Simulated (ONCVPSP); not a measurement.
Varying the ONCV potential for Ni

Base potential:

* Element: Ni (Z = 28)
* Generator: ONCVPSP 4.0.1
* Type: optimised norm-conserving Vanderbilt (ONCV)
* Functional: PBE
* Relativity: scalar-relativistic
* Frozen core: [Ne] 3s2
* Valence charge: 16
* Reference configuration: 3p6 3d8 4s1.5 (charge +0.5)
* Partial waves: 4s: rc 1.90 bohr, ncon 4, nbas 7, qcut 3.3 1/bohr, 2 projectors, debl 1.9 Ha; 3p: rc 0.90 bohr, ncon 4, nbas 7, qcut 17.6 1/bohr, 3 projectors, debl 1.8 Ha; 3d: rc 0.85 bohr, ncon 4, nbas 9, qcut 19.6 1/bohr, 2 projectors, debl 4 Ha
* Local potential: polynomial inside 0.85 bohr (lpopt 5, dvloc0 2 Ha)
* Core correction: Teter function, parameters optimised by the program

In the p channel the program set the typed energies aside and used -2.784, 0.250, 2.050 Ha.

Cutoffs, loose and tight: the cutoffs (Ha) at which the residual kinetic energy of the hardest occupied pseudo-wave falls to 1 and 0.1 mHa per electron. They do not see the model core or the augmentation charge, which bear on the density cutoff. Test errors are all-electron minus pseudo excitation energies from the reference, over the configurations 3p6 3d8 4s2; 3p6 3d8 4s1; 3p6 3d8 4s0; 3p6 3d7 4s0. A dash means not determined; rows that change the core or the reference have their own tests. The largest error is taken over the tests solved by every variant that gives reliable tests at all: 3p6 3d8 4s0; 3p6 3d8 4s1; 3p6 3d8 4s2.

A true bound ghost makes a file unfit for plane-wave use even where its test errors are small: the radial tests pick states by their node count and pass the ghost by.

| change | outcome | cutoff, loose | cutoff, tight | bound ghosts | GHOST(+) flags above zero | largest test error (meV) |
| --- | --- | --- | --- | --- | --- | --- |
| base | generated, projector energies reset by the program | 134 Ha | 154 Ha | s | none | -23 |
| p: qcut 24.8 | generated, projector energies reset by the program | 134 Ha | 154 Ha | s | p | -23 |
| functional LDA (Perdew-Zunger) | generated, projector energies reset by the program | 135 Ha | 154 Ha | s | none | -29 |
| local potential polynomial inside 0.55 bohr (lpopt 3, dvloc0 2 Ha) | generated, projector energies reset by the program | 134 Ha | 154 Ha | s | none | -22 |
| d: debl 0.75 | generated, projector energies reset by the program | 134 Ha | 154 Ha | s | none | -23 |
| s: rc 1.38 | failed: optimize: ERROR ps0norm > uunorm, code will stop | – | – | – | – | – |
| s: nproj 1 | generated, projector energies reset by the program | 134 Ha | 154 Ha | s | none | -22 |
| core [Ne], valence charge 18; reference 3s2 3p6 3d9 4s1; waves now 3s+4s: rc 1.20 bohr, ncon 4, nbas 7, qcut 11.2 1/bohr, 2 projectors; 3p: rc 1.05 bohr, ncon 5, nbas 9, qcut 16.2 1/bohr, 3 projectors, debl 2.5 Ha; 3d: rc 0.95 bohr, ncon 4, nbas 9, qcut 13.5 1/bohr, 2 projectors, debl 1 Ha; local potential polynomial inside 0.65 bohr (lpopt 4, dvloc0 1 Ha) | generated | 83 Ha | 172 Ha | none | none | -24 |
| d: nbas 7 | generated, projector energies reset by the program | 135 Ha | 155 Ha | s | none | -23 |
| s: qcut 4.4; p: qcut 23.3; d: qcut 25.9 | failed: ERROR pspot: first pseudo wave function has node, program will stop | – | – | – | – | – |
